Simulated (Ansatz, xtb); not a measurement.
## ClH5SiSn: which of two structures lies lower

Structure a: `Cl[SiH2][SnH3]`, a singlet. Structure b: a singlet given by its coordinates. Both are isolated molecules in the gas phase, relaxed with PBE0-D3(BJ)/def2-SVP.

a (Å):

```xyz
8

Cl   -4.3999   -1.2581    0.2253
Si   -2.4794   -2.0608    0.2098
Sn   -0.8625   -0.2272   -0.5750
H    -2.1638   -2.5321    1.5901
H    -2.4777   -3.2384   -0.7069
H    -1.3014    0.2840   -2.1482
H     0.7501   -0.8087   -0.6057
H    -0.9544    1.1074    0.4924
```

b (Å):

```yaml
atoms:
  - { symbol: Cl, position_ang: [-0.8250, 0.9781, -1.6202] }
  - { symbol: Si, position_ang: [-1.2726, 0.6725, 0.4226] }
  - { symbol: Sn, position_ang: [1.8650, -0.0298, -1.5662] }
  - { symbol: H, position_ang: [-2.7310, 0.9557, 0.5285] }
  - { symbol: H, position_ang: [-0.9692, -0.7409, 0.7487] }
  - { symbol: H, position_ang: [-0.4846, 1.6491, 1.2124] }
  - { symbol: H, position_ang: [1.0758, -1.6097, -1.3076] }
  - { symbol: H, position_ang: [1.6247, 0.3589, 0.1694] }
```

Close contacts (Å): Cl1–Si2 2.11, Cl1–Sn3 2.87, Si2–H4 1.49, Si2–H5 1.48, Si2–H6 1.48, Sn3–H7 1.78, Sn3–H8 1.79.

**Question.** Which of the two would you expect CCSD(T)/def2-TZVP electronic energies to favour?

**Answer.** Structure a; the calculation gives E(b) − E(a) = +16.2 kcal/mol.

The same difference at several levels:

| level | geometry | E(b) − E(a) (kcal/mol) | departure from the last row (kcal/mol) | job, with rough time for the two |
| --- | --- | --- | --- | --- |
| GFN2-xTB | GFN2-xTB | −21.9 | −38.1 | optimisation, 0.25 s |
| HF/STO-3G | GFN2-xTB | +69.2 | +53.0 | single point, 0.6 s |
| r2SCAN-D4/def2-SVP | GFN2-xTB | +14.2 | −2.0 | single point, 2.8 s |
| PBE0-D3(BJ)/def2-SVP | PBE0-D3(BJ)/def2-SVP | +15.6 | −0.6 | optimisation, 34 s |
| HF/def2-TZVP | PBE0-D3(BJ)/def2-SVP | +15.3 | −0.9 | part of the CCSD(T) run |
| MP2/def2-TZVP | PBE0-D3(BJ)/def2-SVP | +15.5 | −0.7 | part of the CCSD(T) run |
| CCSD(T)/def2-TZVP | PBE0-D3(BJ)/def2-SVP | +16.2 |  | single point, 67 s |

GFN2-xTB puts the two in the other order. The largest departure from CCSD(T)/def2-TZVP is that of HF/STO-3G, 53.0 kcal/mol.

With harmonic frequencies from PBE0-D3(BJ)/def2-SVP (ideal gas, rigid rotor, one conformer each, 298.15 K, 1 atm): on the last row, ΔE + ΔZPE = +16.1, ΔH = +16.3, ΔG = +15.8 kcal/mol.

The correlated steps freeze 14 core orbitals; the filled d shell of Sn is correlated, in a basis made for valence electrons. Atoms past krypton carry core potentials in the def2 sets, other sets are all-electron and non-relativistic, and no spin–orbit term is included. Mirror images aren't counted in ΔG. Programs: Ansatz 0.2.0, xtb 6.7.1; the last row on 2 threads of Arm Neoverse V2 on a shared host.
